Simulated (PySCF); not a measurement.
**Radial density of Cd⁺ (cadmium, charge +1)**

BP86, [Kr] 4d10 5s1, 2S determinant. All numbers are calculated (PySCF 2.14, scalar relativity through the core potential, in def2-SVP with the def2 core potential (28 electrons) (5s3p2d1f, 31 functions)). This is the valence pseudo-density: the core potential removes the inner electrons and smooths the orbitals near the nucleus.

| r (bohr) | 4πr²ρ (e/bohr) | 4πr²(ρα − ρβ) |
| --- | --- | --- |
| 0.0181 | 1.242e-05 | 0.0000 |
| 0.0305 | 3.461e-05 | 0.0000 |
| 0.0513 | 9.674e-05 | 0.0000 |
| 0.0863 | 0.0003369 | 0.0000 |
| 0.145 | 0.003354 | 0.0001 |
| 0.244 | 0.08466 | 0.0001 |
| 0.411 | 2.088 | 0.0105 |
| 0.691 | 16.30 | 0.0554 |
| 1.16 | 14.52 | -0.0243 |
| 1.96 | 3.038 | 0.4693 |
| 3.29 | 0.4291 | 0.2843 |
| 5.53 | 0.01119 | 0.0108 |
| 9.30 | 3.668e-05 | 0.0000 |

Energies and moments cover only the electrons outside the core potential.

(1) Where is the radial spin density 4πr²(ρα − ρβ) most negative, and why is it negative at all?

## Answers

(1) Around r = 1.16 bohr, down to -0.0243 e/bohr: exchange with the open shell polarises the paired shells in an unrestricted calculation.
